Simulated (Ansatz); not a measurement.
Input file for Cl2H2NSc (`[NH2][Sc]([Cl])[Cl]`):

```yaml
crystal:
  periodic: [false, false, false]
  atoms:
    - {symbol: N, position_ang: [-0.211603, 1.079760, -0.010337]}
    - {symbol: Sc, position_ang: [0.169737, -0.822599, -0.004929]}
    - {symbol: Cl, position_ang: [2.037209, -1.484565, 1.163364]}
    - {symbol: Cl, position_ang: [-1.297041, -2.158431, -1.168832]}
    - {symbol: H, position_ang: [0.335456, 1.795828, 0.452116]}
    - {symbol: H, position_ang: [-0.991659, 1.526108, -0.477484]}
basis:
  gaussian: {orbitals: def2-SVP}
correlation: {method: ccsd_t}
```

```sh
$ ansatz run in.yaml --threads 2 --pin off --events-out ev --progress --plain
```

Log, shortened:

```
Functional definition: HF
912 factors; integrals over basis functions are off by at most 7.5e-4 eV
mean field evaluation 1: about -47184.7355 eV, gradient 4.2e1 eV
mean field evaluation 2: about -47184.7408 eV, gradient 4.2e1 eV
mean field evaluation 4: about -47189.2831 eV, gradient 2.4e0 eV
mean field evaluation 8: about -47189.3116 eV, gradient 3.9e-4 eV
mean field -47189.31160712 eV, -1734.1752154975 hartree, gradient 3.5e-6 eV, S^2 0.000000; 0 other end points of the search recorded, 0 dependent functions left out
16 core orbitals not correlated: weight in the atoms' cores, before any rotation towards them, 1.000 or more for the frozen orbitals, at most 0.000 for the correlated occupied ones
reference -47189.31160712 eV, -1734.1752154975 hartree; 16, 16 occupied and 59, 59 virtual orbitals, 912 factors
second order -17.62362503 eV of doubles, -0.00000000 eV of singles
cycle   1  -18.32375348 eV  change   -7.0e-1 eV  update   1.1e-1
cycle   2  -18.65666113 eV  change   -3.3e-1 eV  update   4.1e-2
cycle   3  -18.78558729 eV  change   -1.3e-1 eV  update   2.2e-2
cycle   4  -18.78652665 eV  change   -9.4e-4 eV  update   6.0e-3
cycle   5  -18.78209876 eV  change    4.4e-3 eV  update   2.5e-3
cycle   6  -18.78194205 eV  change    1.6e-4 eV  update   9.2e-4
cycle   7  -18.78198848 eV  change   -4.6e-5 eV  update   3.5e-4
cycle   8  -18.78213280 eV  change   -1.4e-4 eV  update   1.1e-4
cycle   9  -18.78215083 eV  change   -1.8e-5 eV  update   4.3e-5
cycle  10  -18.78212600 eV  change    2.5e-5 eV  update   1.4e-5
perturbative correction -0.50272201 eV, -0.0184746931 hartree
Total energy: -47208.59645513 eV, -1734.8839205902 hartree
```

It took 3.9 s on 2 threads of a server CPU on a shared host, with 0.3 GiB of host memory at the peak.

The correlation energy is -19.285 eV, 2.6 % of it from (T); the T1 diagnostic reads 0.0136.
